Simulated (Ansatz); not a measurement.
BClH5NOSi (`N[SiH2]B(O)Cl`). The species carries charge 0 and has multiplicity 1.

Z-matrix (Å, degrees):
```
Si
B 1 2.033
N 1 1.725 2 116.1
H 1 1.491 2 106.8 3 -120.9
H 1 1.488 2 109.0 3 121.3
Cl 2 1.785 1 119.7 3 16.0
O 2 1.345 1 121.6 3 -165.0
H 3 1.008 1 118.2 2 76.4
H 3 1.008 1 118.7 2 -60.7
H 7 0.964 2 114.2 1 -178.5
```

Problem. Give the diagnostics of a CCSD(T)/def2-TZVPP run (frozen core, Ansatz 0.2.0). (Estimate.)

Solution. Computed: T1 = 0.0124, largest single amplitude 0.037, largest double 0.024, (T) share of the correlation energy 3.8 %, 9 CCSD cycles. The RHF solution is stable towards an unrestricted one. T1 lies under the customary mark of 0.02 for closed shells.
